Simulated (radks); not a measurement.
Results of a calculation; reference values are marked as such.
Task: Rh V, 41 electrons, occupied as [Kr] 4d(3/2: 4, 5/2: 0) 5s1 (not the ground configuration). Level of theory: Dirac Kohn-Sham, PBE, spin-unpolarised, spherical densities, finite nucleus; Fermi nuclear charge, rms radius 4.4945 fm (a radial shooting solver on a logarithmic mesh with Libxc functionals).

Spin-orbit splittings of the eigenvalues, e(l+1/2) - e(l-1/2), with zeta = 2 splitting/(2l+1) and mean radii in bohr:

| shell | occ. | splitting (eV) | zeta (eV) | <r> j=l-1/2 | <r> j=l+1/2 |
|---|---|---|---|---|---|
| 2p | 6 | 144.6 | 96.40 | 0.1203 | 0.1252 |
| 3p | 6 | 24.91 | 16.61 | 0.3829 | 0.3936 |
| 3d | 10 | 4.917 | 1.967 | 0.3680 | 0.3714 |
| 4p | 6 | ? | ? | 1.025 | 1.051 |
| 4d | 4 | 0.5685 | 0.2274 | 1.270 | 1.280 |

Estimate the 4p splitting.

Result: 4.198 eV (zeta = 2.798 eV).
